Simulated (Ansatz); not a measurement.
The cluster Nb₃O₅, relaxed as a quartet with UKS PBE0-D4/def2-SVP in Ansatz, starting from the PBE0-D4/def2-SVP geometry of the neutral doublet. Force threshold 0.02 eV/Å.

In the def2 sets Nb takes a core potential; there is no spin–orbit coupling. At PBE0-D4/def2-SVP a doublet of charge 0 lies 0.62 eV below the quartet, each at its own geometry. The structure comes from a short search, and lower isomers may exist.

Start:

Cartesian coordinates in Å:
```
Nb -0.764 -1.345 -0.323
Nb -0.870 1.413 0.279
Nb 1.314 0.693 -1.224
O -0.349 1.717 1.856
O 2.472 0.832 -0.009
O 0.682 -1.092 -1.565
O -2.134 -0.035 -0.107
O -0.351 -2.184 1.094
```

Estimate the energy that the relaxation releases and the steps that it takes.

7.0 kcal/mol, in 12 steps; 3.1 min on 2 threads of AMD EPYC 7R13 on a shared host. No frequencies were taken in this run, so the end may be a saddle point.

Does the start keep its bonding and symmetry?

By distances, no bond broke or formed. The bond that changes most is Nb2–Nb3, from 2.75 to 3.02 Å (atoms count from 1).

Predict the relaxed structure.


```tsv
atom	x (Å)	y (Å)	z (Å)
Nb1	-0.7643	-1.3389	-0.3442
Nb2	-1.0210	1.4515	0.4183
Nb3	1.4311	0.6145	-1.1364
O4	-0.7455	1.8179	2.0433
O5	2.9147	0.7123	-0.3351
O6	0.6487	-1.0955	-1.6103
O7	-2.1491	-0.0496	-0.1327
O8	-0.3146	-2.1122	1.0971
```
Bond lengths (bridged metal pairs left out): 7 × Nb–O 1.69 to 1.96 Å; 1 × Nb–Nb 3.02 Å.
